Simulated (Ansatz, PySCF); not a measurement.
Energy difference R1 + R2 → P1 + P2, each structure at its B3LYP-D3(BJ)/def2-TZVP stationary point, reached from a drawn start (curvature not checked).
P1: CH4 (SMILES C), charge 0, multiplicity 1.
R1, H2O (SMILES O) (charge 0, multiplicity 1, Z-matrix in Å and degrees):
```
O
H 1 0.9627
H 1 0.9627 2 105.24
```
P2: H6OSi2 (SMILES [SiH3]O[SiH3]), charge 0, multiplicity 1.
R2, CH8Si2 (SMILES [SiH3]C[SiH3]) (charge 0, multiplicity 1):
```xyz
11

Si     1.4368     0.7082     0.0113
C      0.2288    -0.7218    -0.1281
Si    -1.5794    -0.2579     0.0685
H      2.8344     0.2416    -0.1574
H      1.1503     1.7224    -1.0314
H      1.3135     1.3534     1.3404
H      0.4828    -1.4701     0.6289
H      0.3636    -1.2007    -1.1027
H     -1.9714     0.7226    -0.9721
H     -1.8082     0.3536     1.3996
H     -2.4510    -1.4513    -0.0572
```

P less R. No zero-point or thermal terms.

Frozen-core correlation throughout. CBS: X⁻³ extrapolation of the correlation energy, Hartree–Fock from the larger set.

Run with Ansatz (Gaussian orbitals); PySCF for the D3/D4 terms. No computed number here is a measurement.

```json
[
 {"level": "HF/cc-pV(D+d)Z", "reaction energy (kcal/mol)": "-50.53"},
 {"level": "BLYP-D3(BJ)/def2-TZVPP", "reaction energy (kcal/mol)": "-45.96"},
 {"level": "r2SCAN/def2-TZVPP", "reaction energy (kcal/mol)": "-46.23"},
 {"level": "CAM-B3LYP/def2-TZVPP", "reaction energy (kcal/mol)": "-50.13"},
 {"level": "CAM-B3LYP-D3(BJ)/def2-TZVPP", "reaction energy (kcal/mol)": "-49.18"},
 {"level": "B2PLYP-D3(BJ)/def2-TZVPP", "reaction energy (kcal/mol)": "-48.01"},
 {"level": "MP2/cc-pV(Q+d)Z", "reaction energy (kcal/mol)": "-47.70"},
 {"level": "MP2/CBS(cc-pV(T+d)Z, cc-pV(Q+d)Z)", "reaction energy (kcal/mol)": "-47.06"},
 {"level": "SCS-MP2/cc-pV(D+d)Z", "reaction energy (kcal/mol)": "(withheld)"}
]
```

Q: What belongs in the gaps?

A: 
- SCS-MP2/cc-pV(D+d)Z, reaction energy (kcal/mol): -45.93

Ansatz is a first-principles code.
